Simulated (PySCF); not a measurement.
A PySCF script (with the pyscf-properties extension) for the NMR shieldings of SMILES F[C@@H]1[C@H](C(F)F)[SiH2]SCS1, C₄H₇F₃S₂Si, on a GFN2-xTB geometry:

```python
import basis_set_exchange as bse
import numpy as np
from pyscf import gto, dft
from pyscf.prop import nmr

atoms = """
F    -2.385977   -1.678088   -0.811098
C    -1.994488   -0.435003   -0.436824
F    -3.018461    0.077324    0.288880
C    -0.725096   -0.481537    0.388743
Si   -0.431872    1.243386    1.174570
S     1.445934    1.144392    2.203902
C     2.458134    0.343146    0.910921
S     1.943580   -1.326662    0.432783
C     0.421756   -0.932019   -0.499730
F     0.690236    0.048207   -1.426374
H    -1.897249    0.171892   -1.348440
H    -0.860118   -1.238761    1.166803
H    -0.355696    2.226802    0.097226
H    -1.415738    1.487047    2.208828
H     3.457577    0.236869    1.324398
H     2.479115    0.969481    0.022712
H     0.181366   -1.844446   -1.057748
"""
names = dict.fromkeys(["F", "C", "Si", "S", "H"], "pcSseg-1")
basis = {el: gto.basis.parse(bse.get_basis(n, elements=[el], fmt="nwchem")) for el, n in names.items()}
mol = gto.M(atom=atoms, basis=basis, charge=0, verbose=0)
mf = dft.RKS(mol, xc="PBE0")
mf.grids.level = 2
mf.grids.alignment = dft.numint.BLKSIZE   # the property module wants whole blocks of grid points
mf.conv_tol = 1e-9
mf.kernel()

calc = nmr.RKS(mf)   # GIAO
C = mf.mo_coeff
Co = C[:, mf.mo_occ > 0]
resp = mf.gen_response(singlet=True, hermi=2)
def vind(x):   # induced exchange potential for any number of trial vectors
    d = np.einsum("pi,xij,qj->xpq", C, 2 * x.reshape(-1, C.shape[1], Co.shape[1]), Co, optimize=True)
    return np.einsum("xpq,pi,qj->xij", resp(d - d.transpose(0, 2, 1)), C, Co, optimize=True).ravel()
mo1, _ = nmr.rhf.solve_mo1(calc, with_cphf=vind)
sigma = calc.kernel(mo1)
for i, s in enumerate(sigma):   # ppm
    print("%2d %-2s %9.2f" % (i, mol.atom_pure_symbol(i), np.trace(s) / 3))
```

**Question.** What does it print?

**Answer.** 
```
 0 F     308.10
 1 C      64.85
 2 F     311.91
 3 C     146.48
 4 Si    388.22
 5 S     617.50
 6 C     152.88
 7 S     400.79
 8 C      87.72
 9 F     369.00
10 H      25.68
11 H      29.60
12 H      26.37
13 H      27.03
14 H      28.20
15 H      27.02
16 H      25.51
```

These numbers come from an equivalent density-fitted implementation of the same equations, which agrees with the script to about 0.01 ppm for H and up to a few tenths of a ppm for heavy atoms, so last digits may differ.

**Question.** Turn these shieldings into chemical shifts. Scale: ¹⁹F (σref 170.95) against CFCl3; ¹³C (σref 186.93), ²⁹Si (σref 349.16), ¹H (σref 31.72) against TMS; ³³S (σref 503.73) vs CS2 (reference shieldings calculated alike).

**Answer.** Averaging equivalent atoms: F 0: -137.2; F 2: -141.0; F 9: -198.0; C 1: 122.1; C 8: 99.2; C 3: 40.4; C 6: 34.0; Si 4: -39.1; S 7: 103; S 5: -114; H 16: 6.21; H 10: 6.04; H 12: 5.34; H 15: 4.70; H 13: 4.68; H 14: 3.52; H 11: 2.12 ppm. Unscaled 19F shifts against computed CFCl3 carry errors that often reach 10 to 50 ppm.

Size and cost of the density-fitted run: 226 basis functions, 110 s wall time on 1 thread of an Arm Neoverse N1, shared host; peak memory 0.99 GiB.
